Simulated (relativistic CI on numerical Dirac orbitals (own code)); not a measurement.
## C: computed level list

These numbers are calculated, not measured: Dirac-Coulomb-Breit CI, KLI orbitals optimised for each configuration, model QED (radiative potential, 1s self-energy scaled to tabulated hydrogen-like ionisation energies), valence Slater integrals scaled by 0.85, P86 correlation energy added to each configuration (own radial code, finite nucleus).

Configuration list (outside the closed core 1s2): 2s2.2p2, 2s.2p3, 2s2.2p.3s, 2s2.2p.3p, 2s2.2p.3d, 2s2.2p.4s, 2p4, 2s2.2p.4p, 2s2.2p.4d, 2s2.2p.4f, 2s2.3s2, 2s2.3s.3p, 2s2.3s.3d. Levels of other configurations are missing.

The lowest level is 2s2.2p2 3P_0, with 98 % of that term; Hund's rules for 2s2.2p2 give 3P with J = 0, in agreement.

```csv
No.,Configuration,Term,J,E (cm⁻¹),%,Landé g
1,2s2.2p2,3P,0,0.0,98,
2,2s2.2p2,3P,1,14.9,98,1.501
3,2s2.2p2,3P,2,39.0,98,1.501
4,2s2.2p2,1D,2,10581.4,98,1.000
5,2s2.2p2,1S,0,18387.9,94,
6,2s.2p3(4S°),5S°,2,32086.2,100,2.002
7,2s2.2p.3s,3P°,0,64054.3,99,
8,2s2.2p.3s,3P°,1,64074.0,99,1.501
9,2s2.2p.3s,3P°,2,64115.5,99,1.501
10,2s2.2p.3s,1P°,1,65508.8,100,1.000
11,2s.2p3(2D°),3D°,3,68367.2,96,1.334
12,2s.2p3(2D°),3D°,1,68370.4,96,0.499
13,2s.2p3(2D°),3D°,2,68371.0,96,1.167
14,2s2.2p.3p,1P,1,72717.0,99,0.999
15,2s2.2p.3p,3D,1,73240.7,100,0.500
16,2s2.2p.3p,3D,2,73261.9,100,1.167
17,2s2.2p.3p,3D,3,73295.9,100,1.334
18,2s2.2p.3p,3S,1,74088.1,100,2.001
19,2s2.2p.3p,3P,0,74718.8,100,
20,2s2.2p.3p,3P,1,74731.7,100,1.502
21,2s2.2p.3p,3P,2,74753.3,100,1.501
22,2s2.2p.3p,1D,2,75574.4,99,1.000
23,2s2.2p.3p,1S,0,77102.4,94,
24,2s.2p3(2P°),3P°,2,78397.5,75,1.501
25,2s.2p3(2P°),3P°,1,78400.0,75,1.501
26,2s.2p3(2P°),3P°,0,78403.6,75,
27,2s2.2p.3d,1D°,2,80955.6,99,0.999
28,2s2.2p.3d,3F°,2,81383.9,100,0.668
29,2s2.2p.3d,3F°,3,81402.1,99,1.084
30,2s2.2p.3d,3F°,4,81433.0,100,1.251
31,2s2.2p.3d,3D°,1,81723.2,84,0.566
32,2s2.2p.3d,3D°,2,81739.9,96,1.168
33,2s2.2p.3d,3D°,3,81747.6,90,1.312
34,2s2.2p.3d,1P°,1,81797.1,80,0.940
35,2s2.2p.3d,1F°,3,81812.9,93,1.021
36,2s2.2p.4s,3P°,0,81839.6,80,
37,2s2.2p.4s,3P°,1,81853.9,79,1.493
38,2s2.2p.4s,3P°,2,81884.3,77,1.499
39,2s2.2p.4s,1P°,1,82470.5,92,1.001
40,2s2.2p.3d,3P°,2,82824.0,57,1.501
41,2s2.2p.3d,3P°,1,82827.6,59,1.500
42,2s2.2p.3d,3P°,0,82829.7,59,
43,2s2.2p.4p,1P,1,84742.4,96,0.986
44,2s2.2p.4p,3D,1,84851.3,96,0.516
45,2s2.2p.4p,3D,2,84868.4,100,1.167
46,2s2.2p.4p,3D,3,84902.3,100,1.334
47,2s2.2p.4p,3S,1,85102.4,99,1.996
48,2s2.2p.4p,3P,0,85367.8,100,
49,2s2.2p.4p,3P,1,85381.9,99,1.504
50,2s2.2p.4p,3P,2,85400.8,100,1.500
51,2s2.2p.4p,1D,2,85813.0,99,1.001
52,2s2.2p.4p,1S,0,86826.1,94,
53,2s2.2p.4d,1D°,2,87576.2,98,0.997
54,2s2.2p.4d,3F°,2,87766.8,98,0.673
55,2s2.2p.4d,3F°,3,87782.7,98,1.086
56,2s2.2p.4d,3F°,4,87815.4,100,1.251
57,2s2.2p.4d,3D°,1,87955.2,87,0.561
58,2s2.2p.4d,3D°,2,87972.0,97,1.167
59,2s2.2p.4d,3D°,3,87982.4,94,1.318
60,2s2.2p.4d,1P°,1,88039.9,88,0.944
61,2s2.2p.4d,1F°,3,88059.5,95,1.014
62,2s2.2p.4d,3P°,2,88216.3,95,1.497
63,2s2.2p.4d,3P°,1,88235.6,95,1.495
64,2s2.2p.4d,3P°,0,88243.7,96,
65,2s2.2p.4f,3F,3,89142.4,47,1.088
66,2s2.2p.4f,3F,2,89142.6,86,0.724
67,2s2.2p.4f,1F,3,89148.5,37,0.943
68,2s2.2p.4f,3F,4,89148.8,67,1.178
69,2s2.2p.4f,3G,3,89206.9,67,0.844
70,2s2.2p.4f,3G,4,89207.4,39,1.101
```

Energies count from the lowest computed level; ° marks odd parity. Percentages are summed over parent terms; the parents shown are those of the largest component, closed shells are left out there.

The mean weight of the leading LS term, summed over parents, in these 70 levels is 90 %, and that of the leading jj configuration (from the same eigenvectors) 64 %, so LS coupling describes them better.

For a near-neutral ion this model can misplace configurations by up to about 10,000 cm⁻¹ (more where the count of f electrons changes) and terms by 10 to 25 % of their spread. Rates follow the energies as ν³ (E1, M1) or ν⁵ (E2), so they and the lifetimes can be off by large factors. The fine structure of a lone outer electron comes out too small, for d and f at times inverted, and misplaced configurations move strength between like terms. 36 of the 36 excited levels that our extract of the measured tables holds in this range could be paired (the sources list more); they are missed by 3159 cm⁻¹ on average and 4281 at most, and levels without a partner can miss by more.

Landé's interval rule says that E(J) − E(J−1) = AJ with one A. For the ground term the intervals give A = 14.9, 12.0 cm⁻¹ for J = 1, 2; the multiplet is regular.
